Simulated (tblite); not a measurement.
C7H9O2P.
SMILES with atom numbers: `[CH:1]#[C:2][P:3]([CH2:4][CH:5]=[CH2:6])[C:7](=[O:8])[O:9][CH3:10]` (hydrogens: H11 on C1; H12, H13 on C4; H14 on C5; H15, H16 on C6; H17, H18, H19 on C10)

Computed with GFN2-xTB (tblite), gas phase: L-BFGS steps from a force-field or distance-geometry start until the largest atomic force falls under 0.01 eV/Å.

Step 2: E = -819.4086 eV
```
atom  x, y, z in Å  |  force x, y, z in eV/Å
C1      0.2957    0.1177    2.9804   -0.041  -0.030  -0.075
C2      0.0724   -0.1652    1.8288    0.162   0.170  -0.109
P3     -0.2446   -0.6626    0.1497    0.129  -0.199   0.219
C4     -1.3414    0.7551   -0.4188    0.050  -0.079  -0.105
C5     -2.6798    0.4117    0.1371   -0.243   0.335   0.205
C6     -3.7360    0.0782   -0.5802    0.045   0.040  -0.144
C7      1.3411   -0.1153   -0.6498   -0.410   0.524  -0.081
O8      1.2980    0.6432   -1.5864    0.200   0.002  -0.107
O9      2.4314   -0.6639   -0.1575    0.426  -0.054   0.130
C10     3.6603   -0.2525   -0.7822   -0.211   0.024  -0.014
H11     0.4798    0.3779    3.9931   -0.078  -0.107  -0.371
H12    -0.9811    1.7215   -0.0454    0.053  -0.177   0.077
H13    -1.3702    0.8081   -1.5204    0.126  -0.225   0.358
H14    -2.7661    0.4583    1.2210    0.090  -0.010  -0.126
H15    -3.6985    0.0317   -1.6595   -0.035  -0.009   0.116
H16    -4.6762   -0.1430   -0.1102   -0.085  -0.082  -0.051
H17     4.4914   -0.7379   -0.2864   -0.097  -0.201   0.229
H18     3.6444   -0.5430   -1.8340   -0.020   0.125  -0.022
H19     3.7697    0.8308   -0.6870   -0.061  -0.047  -0.129
```

Step 3: E = -819.4325 eV
```
atom  x, y, z in Å  |  force x, y, z in eV/Å
C1      0.2943    0.1164    2.9767   -0.033  -0.030  -0.077
C2      0.0759   -0.1615    1.8245    0.161   0.168  -0.054
P3     -0.2399   -0.6694    0.1602    0.034  -0.054  -0.095
C4     -1.3445    0.7526   -0.4173    0.133  -0.096   0.058
C5     -2.6848    0.4208    0.1402   -0.242   0.186  -0.137
C6     -3.7372    0.0783   -0.5829    0.160   0.110   0.169
C7      1.3372   -0.1048   -0.6479   -0.165   0.194   0.084
O8      1.3042    0.6425   -1.5891    0.099   0.172  -0.230
O9      2.4337   -0.6615   -0.1587    0.170  -0.003   0.157
C10     3.6585   -0.2525   -0.7826   -0.105  -0.040   0.050
H11     0.4779    0.3753    3.9841   -0.044  -0.053  -0.179
H12    -0.9793    1.7189   -0.0434    0.049  -0.221   0.060
H13    -1.3674    0.8032   -1.5153    0.110  -0.225   0.262
H14    -2.7635    0.4578    1.2176    0.030   0.026   0.089
H15    -3.6994    0.0315   -1.6551   -0.012  -0.013  -0.107
H16    -4.6752   -0.1443   -0.1130   -0.148  -0.090  -0.026
H17     4.4884   -0.7420   -0.2817   -0.155  -0.138   0.158
H18     3.6436   -0.5395   -1.8334   -0.012   0.080  -0.079
H19     3.7677    0.8289   -0.6903   -0.029   0.028  -0.102
```

Step 4: E = -819.4500 eV
```
atom  x, y, z in Å  |  force x, y, z in eV/Å
C1      0.2920    0.1145    2.9708    0.016   0.020   0.127
C2      0.0827   -0.1544    1.8188    0.104   0.078  -0.254
P3     -0.2343   -0.6774    0.1688   -0.050   0.107  -0.356
C4     -1.3459    0.7478   -0.4130    0.134  -0.134   0.179
C5     -2.6930    0.4341    0.1398    0.106   0.091  -0.029
C6     -3.7368    0.0803   -0.5819   -0.102   0.052   0.049
C7      1.3324   -0.0929   -0.6417    0.123   0.292  -0.379
O8      1.3124    0.6464   -1.5980    0.002  -0.139   0.280
O9      2.4363   -0.6578   -0.1578   -0.150   0.073   0.165
C10     3.6557   -0.2536   -0.7817   -0.001  -0.041   0.044
H11     0.4753    0.3717    3.9720   -0.004   0.015   0.054
H12    -0.9762    1.7118   -0.0401    0.072  -0.204   0.066
H13    -1.3624    0.7938   -1.5060    0.101  -0.210   0.107
H14    -2.7603    0.4579    1.2165   -0.031   0.069   0.153
H15    -3.7004    0.0311   -1.6531    0.008  -0.005  -0.148
H16    -4.6766   -0.1472   -0.1169   -0.143  -0.072  -0.010
H17     4.4816   -0.7485   -0.2741   -0.183  -0.073   0.084
H18     3.6425   -0.5344   -1.8344   -0.010   0.027  -0.073
H19     3.7652    0.8275   -0.6957    0.007   0.057  -0.061
```

Task: Estimate the geometry and energy of step 5. (The exact step hangs on the optimiser's Hessian estimate; all steps are aligned on step 4, rigid shifts and turns removed.)

Result: E = -819.4615 eV, largest force 0.412 eV/Å
```
atom  x, y, z in Å  |  force x, y, z in eV/Å
C1      0.2909    0.1135    2.9693   -0.069  -0.101  -0.393
C2      0.0886   -0.1487    1.8111    0.159   0.136   0.174
P3     -0.2316   -0.6807    0.1687   -0.022   0.133  -0.389
C4     -1.3447    0.7426   -0.4076    0.103  -0.112   0.144
C5     -2.6953    0.4443    0.1404   -0.028  -0.094  -0.051
C6     -3.7395    0.0819   -0.5816    0.039   0.100   0.082
C7      1.3312   -0.0810   -0.6436    0.209  -0.187   0.040
O8      1.3176    0.6469   -1.5993   -0.024   0.203  -0.100
O9      2.4356   -0.6544   -0.1546   -0.280   0.158   0.088
C10     3.6538   -0.2550   -0.7805    0.013  -0.008   0.021
H11     0.4736    0.3697    3.9653    0.031   0.070   0.248
H12    -0.9732    1.7042   -0.0370    0.110  -0.141   0.084
H13    -1.3576    0.7845   -1.4984    0.089  -0.186   0.016
H14    -2.7587    0.4590    1.2179   -0.059   0.097   0.138
H15    -3.7009    0.0308   -1.6538    0.009   0.001  -0.108
H16    -4.6796   -0.1501   -0.1195   -0.132  -0.048   0.003
H17     4.4745   -0.7538   -0.2680   -0.163  -0.044   0.047
H18     3.6417   -0.5307   -1.8362   -0.016  -0.010  -0.017
H19     3.7637    0.8275   -0.7000    0.031   0.031  -0.026
```

The energy changes by -0.0115 eV. The first-order estimate −F·Δx gives -0.0183 eV and the mean of the old and new forces, exact on a quadratic surface, -0.0114 eV. The step makes an angle of 55° with the force vector and moves no atom by more than 0.013 Å.
